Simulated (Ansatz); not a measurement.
Molecular dynamics, step by step

SiH$_{7}$O$_{2}$F, closed shell, PBE0-D4/def2-SVP (Ansatz 0.2.0). Settings (timestep in fs, temperature in K; T counts 27 degrees of freedom):

```yaml
hamiltonian: {xc: pbe0, dispersion: d4}
md: {n_steps: 80, timestep: 0.25, temperature: 1000, ensemble: nve, seed: 97, initial_velocities: maxwell_boltzmann}
```

Start, the saddle point found with PBE0-D4 in triple zeta (not stationary at another level):

| atom | x (Å) | y (Å) | z (Å) |
| --- | --- | --- | --- |
| Si1 | -0.5149 | 0.5579 | -0.7810 |
| H2 | 0.5256 | -0.7157 | -0.8336 |
| H3 | -0.5640 | 0.3640 | -2.2674 |
| H4 | -1.8288 | 0.0253 | -0.3314 |
| O5 | -0.1686 | 2.1672 | -0.8590 |
| H6 | 0.5374 | -0.5928 | 1.4099 |
| F7 | 0.0040 | 0.6127 | 1.0063 |
| H8 | 0.7453 | -1.2514 | 0.0502 |
| O9 | 0.9433 | -1.5259 | 1.1689 |
| H10 | -0.0107 | 2.5781 | -0.0061 |
| H11 | 0.3313 | -2.2194 | 1.4434 |

| step | time (fs) | potential energy less the start (meV) | kinetic energy (meV) | T (K) |
| --- | --- | --- | --- | --- |
| 0 | 0.00 | 0.0 | 1163.3 | 1000 |
| 5 | 1.25 | 126.8 | 1036.9 | 891 |
| 10 | 2.50 | 303.2 | 861.3 | 740 |
| 15 | 3.75 | 318.3 | 845.6 | 727 |
| 20 | 5.00 | 332.4 | 831.4 | 715 |
| 25 | 6.25 | 413.8 | 750.3 | 645 |
| 30 | 7.50 | 469.7 | 694.5 | 597 |
| 35 | 8.75 | 473.5 | 690.6 | 594 |
| 40 | 10.00 | 432.3 | 732.0 | 629 |
| 45 | 11.25 | 319.5 | 844.5 | 726 |
| 50 | 12.50 | 218.2 | 945.3 | 813 |
| 55 | 13.75 | 254.0 | 909.7 | 782 |
| 60 | 15.00 | 345.0 | 819.4 | 704 |
| 65 | 16.25 | 308.4 | 855.6 | 735 |
| 70 | 17.50 | 224.1 | 939.5 | 808 |
| 75 | 18.75 | 243.4 | 920.5 | 791 |
| 80 | 20.00 | 284.5 | 879.6 | 756 |

Step 5, positions (Å) and forces (eV/Å):

```csv
atom,x,y,z,Fx,Fy,Fz
Si1,-0.504,0.552,-0.775,0.063,-0.033,-0.402
H2,0.538,-0.700,-0.875,0.181,-0.235,0.258
H3,-0.564,0.404,-2.292,-0.032,-0.192,0.271
H4,-1.791,0.038,-0.292,-0.539,-0.306,-0.008
O5,-0.182,2.169,-0.863,-0.028,0.008,-1.182
H6,0.587,-0.623,1.382,-0.977,1.711,0.945
F7,0.013,0.613,1.006,0.135,0.086,-0.192
H8,0.757,-1.221,0.046,-0.024,-0.092,-0.216
O9,0.924,-1.520,1.168,1.375,-1.592,-0.977
H10,-0.059,2.555,-0.017,0.247,0.654,1.354
H11,0.314,-2.222,1.408,-0.401,-0.009,0.148
```

Step 45, positions (Å) and forces (eV/Å):

| atom | x | y | z | Fx | Fy | Fz |
| --- | --- | --- | --- | --- | --- | --- |
| Si1 | -0.427 | 0.513 | -0.746 | -1.056 | 0.396 | -0.723 |
| H2 | 0.724 | -0.650 | -0.930 | -0.281 | 0.487 | 0.214 |
| H3 | -0.600 | 0.469 | -2.202 | -0.163 | -0.684 | -0.754 |
| H4 | -1.714 | -0.060 | -0.116 | 0.490 | -0.058 | -0.610 |
| O5 | -0.286 | 2.189 | -0.884 | 0.120 | -0.938 | -0.272 |
| H6 | 0.470 | -0.462 | 1.456 | 0.321 | -0.892 | -0.906 |
| F7 | 0.100 | 0.624 | 1.009 | 0.415 | 0.799 | 0.852 |
| H8 | 0.807 | -1.163 | 0.062 | 0.091 | -0.413 | 0.636 |
| O9 | 0.815 | -1.509 | 1.129 | -0.139 | 0.422 | 0.309 |
| H10 | -0.346 | 2.550 | -0.017 | 0.153 | 0.953 | 1.239 |
| H11 | 0.036 | -2.079 | 1.208 | 0.049 | -0.072 | 0.015 |

Step 60, positions (Å) and forces (eV/Å):

| atom | x | y | z | Fx | Fy | Fz |
| --- | --- | --- | --- | --- | --- | --- |
| Si1 | -0.406 | 0.502 | -0.745 | -0.366 | 0.983 | -0.695 |
| H2 | 0.768 | -0.563 | -0.859 | -0.118 | 0.356 | -0.208 |
| H3 | -0.645 | 0.332 | -2.196 | -0.063 | -0.162 | -0.564 |
| H4 | -1.640 | -0.143 | -0.180 | -0.062 | -0.254 | -0.017 |
| O5 | -0.323 | 2.194 | -0.879 | -0.201 | 0.129 | 1.751 |
| H6 | 0.395 | -0.576 | 1.355 | 0.279 | 1.996 | 0.462 |
| F7 | 0.139 | 0.638 | 1.018 | -0.080 | 0.589 | 0.504 |
| H8 | 0.830 | -1.245 | 0.170 | 0.549 | 0.435 | -2.424 |
| O9 | 0.778 | -1.501 | 1.113 | -0.665 | -2.803 | 2.595 |
| H10 | -0.406 | 2.654 | 0.003 | 0.359 | -0.782 | -1.389 |
| H11 | -0.069 | -1.987 | 1.148 | 0.367 | -0.488 | -0.016 |

Last step (80):

| atom | x (Å) | y (Å) | z (Å) |
| --- | --- | --- | --- |
| Si1 | -0.3815 | 0.4948 | -0.7509 |
| H2 | 0.8330 | -0.3973 | -0.8080 |
| H3 | -0.7022 | 0.1338 | -2.2602 |
| H4 | -1.5514 | -0.3011 | -0.2610 |
| O5 | -0.3747 | 2.1951 | -0.8618 |
| H6 | 0.3775 | -0.4163 | 1.2765 |
| F7 | 0.1897 | 0.6623 | 1.0371 |
| H8 | 0.9377 | -1.3053 | 0.0467 |
| O9 | 0.7206 | -1.5200 | 1.1133 |
| H10 | -0.4272 | 2.7223 | -0.0867 |
| H11 | -0.1428 | -1.9589 | 1.0657 |

Hardware: 4 CPU threads of an Intel Xeon 6975P-C, shared host. Wall time about 43 s.
